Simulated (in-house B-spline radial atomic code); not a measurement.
**Ionising Sm V (Sm4+) with different functionals**

Computed with a radial B-spline atomic code at the basis-set limit: scalar-relativistic (spin-free X2C) Hamiltonian, Fermi nucleus of rms radius 5.0819 fm, spin-polarised at highest spin, spherical fractional occupations for the functionals, and exact exchange of hybrids averaged over the configuration. The ionisation energy is the difference of two self-consistent energies, [Xe] 4f4 → [Xe] 4f3, without Breit or QED terms; ε is the level of the shell that loses the electron (its least bound occupied spin orbital). There is no spin-orbit coupling in this Hamiltonian.

```json
{"method": "PBE0", "rung": "global hybrid", "ΔSCF (eV)": "63.53", "-ε(4f) (eV)": "56.52"}
{"method": "B3LYP", "rung": "global hybrid", "ΔSCF (eV)": "?", "-ε(4f) (eV)": "?"}
{"method": "TPSSh", "rung": "global hybrid", "ΔSCF (eV)": "63.52", "-ε(4f) (eV)": "54.38"}
{"method": "BHandHLYP", "rung": "global hybrid", "ΔSCF (eV)": "62.98", "-ε(4f) (eV)": "59.58"}
{"method": "r2SCAN0", "rung": "global hybrid", "ΔSCF (eV)": "63.60", "-ε(4f) (eV)": "56.62"}
{"method": "B97-1", "rung": "global hybrid", "ΔSCF (eV)": "63.51", "-ε(4f) (eV)": "55.92"}
{"method": "HSE06", "rung": "range-separated hybrid", "ΔSCF (eV)": "63.46", "-ε(4f) (eV)": "56.03"}
{"method": "wB97X", "rung": "range-separated hybrid", "ΔSCF (eV)": "63.37", "-ε(4f) (eV)": "58.72"}
{"method": "CAM-B3LYP", "rung": "range-separated hybrid", "ΔSCF (eV)": "63.50", "-ε(4f) (eV)": "57.81"}
{"method": "LC-wPBE", "rung": "range-separated hybrid", "ΔSCF (eV)": "?", "-ε(4f) (eV)": "?"}
```

Question: What does LC-wPBE give?

Answer: ΔSCF 63.65 eV, and -ε(4f) = 58.68 eV.

Question: What does B3LYP give?

Answer: ΔSCF 63.56 eV, and -ε(4f) = 55.83 eV.

Question: Among the functionals, which spreads more, the ΔSCF values or the orbital energies?

Answer: The orbital energies: ΔSCF values span about 0.67 eV and the orbital energies 5.20 eV; here energy differences depend much less on the functional than eigenvalues do.

Question: How do they compare with the NIST value?

Answer: NIST lists 62.7 eV ± 0.4 (semi-empirical, ground level to ground level). Errors run from +0.28 to +0.95 eV; BHandHLYP is closest (+0.28 eV), though others lie within the uncertainty of it, and part of that can be cancellation, since the calculations leave out spin-orbit coupling, Breit-QED terms, multiplet and fine-structure energies.
